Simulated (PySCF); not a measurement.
Si(OSiH3)2(NHSiH3)(Cl) (ClH₁₀NO₂Si₄), SMILES [SiH3]N[Si](Cl)(O[SiH3])O[SiH3].

The structure is a stationary point at r2SCAN-D4/def2-SVP. The values are those of a single conformer.

Computed with r2SCAN-D4/def2-SVP (PySCF).

Frequencies are harmonic and unscaled.

```tsv
mode	ν (cm⁻¹)	IR (km/mol)	moving atoms (share of kinetic energy)
1	30	0.5	Si 71 %, H 17 %, Cl 9 %
2	33	0.2	Si 48 %, H 22 %, O 17 %, N 9 %
3	45	0.2	Si 37 %, O 26 %, H 24 %, Cl 8 %
4	55	0.7	Si 45 %, H 31 %, Cl 22 %
5	69	2.1	Si 40 %, Cl 31 %, H 16 %, O 10 %
6	74	0.1	H 95 %
7	78	0.2	H 74 %, Cl 13 %
8	100	2.8	H 50 %, Si 21 %, O 18 %, Cl 9 %
9	132	2.0	H 53 %, O 28 %, Si 15 %
10	179	9.6	H 37 %, O 25 %, N 18 %, Cl 11 %, Si 9 %
11	220	2.9	Si 42 %, O 26 %, N 12 %, Cl 10 %, H 9 %
12	294	5.0	O 45 %, Si 26 %, Cl 14 %, H 13 %
13	294	21.0	O 51 %, Si 23 %, Cl 14 %, H 9 %
14	356	42.6	H 40 %, N 34 %, Cl 10 %, O 9 %
15	369	60.4	O 28 %, H 24 %, Si 20 %, N 20 %
16	472	21.3	Si 32 %, Cl 29 %, N 15 %, O 14 %, H 9 %
17	627	98.1	Si 63 %, H 16 %, O 12 %
18	659	8.2	H 58 %, Si 36 %
19	692	0.3	Si 64 %, H 23 %, O 9 %
20	713	13.3	H 85 %, Si 9 %
21	722	26.3	H 80 %, Si 11 %
22	730	81.0	H 82 %, Si 9 %, O 8 %
23	736	7.7	H 74 %, O 13 %, Si 12 %
24	745	171.4	H 73 %, O 14 %, Si 12 %
25	813	141.0	N 40 %, H 30 %, Si 26 %
26	929	489.4	H 65 %, Si 19 %, N 16 %
27	935	105.7	H 87 %
28	948	20.8	H 96 %
29	949	72.3	H 96 %
30	950	160.2	H 95 %
31	953	148.5	H 95 %
32	961	651.6	H 76 %, Si 15 %, O 8 %
33	964	130.0	H 91 %
34	994	71.0	H 69 %, N 13 %, Si 12 %
35	996	146.7	H 90 %, Si 10 %
36	1088	248.4	O 75 %, Si 16 %, H 9 %
37	1101	397.5	O 63 %, Si 20 %, H 16 %
38	1179	298.0	H 58 %, N 36 %
39	2220	116.0	H 96 %
40	2229	67.4	H 98 %
41	2232	9.5	H 97 %
42	2234	262.2	H 96 %
43	2236	27.9	H 97 %
44	2240	138.4	H 96 %
45	2243	125.5	H 96 %
46	2256	94.7	H 96 %
47	2257	148.4	H 96 %
48	3610	61.8	H 93 %
```
